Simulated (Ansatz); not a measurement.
**Worked example: C2H2F4 + GaH(CH3) → C2H2F3 + GaH(CH3)F**

Gas-phase species: C2H2F4 (norflurane) `FCC(F)(F)F`, singlet; GaH(CH3), doublet; C2H2F3 `[CH2]C(F)(F)F`, doublet; GaH(CH3)F, singlet. A radical takes F: the energy is the difference in strength between the C–F bond broken and the Ga–F bond made.

Shapes, held fixed at every level: PBE0-D4/def2-TZVP. Programs: Ansatz 0.2.0. Electronic energies: no zero-point or thermal term.

At B2PLYP/def2-TZVPP; 1 Eh = 2625.50 kJ/mol:

```
  species   energy (Eh)
   C2H2F4   -476.724349
 GaH(CH3)  -1964.920643
   C2H2F3   -376.828596
GaH(CH3)F  -2064.856119
```

Q: Work out ΔE of the reaction at this level.

A: 
1. Products less reactants: (-376.828596) + (-2064.856119) − [(-476.724349) + (-1964.920643)] = -0.039723 Eh = -104.3 kJ/mol.

Other levels give -117.2 (HF/def2-TZVPP) to -88.9 kJ/mol (PBE-D4/def2-TZVPP). No measured value is set beside it here. Open shells run unrestricted. Relativity is left out for Ga. Outer-core shells of Ga are correlated, in sets that cover them unevenly.
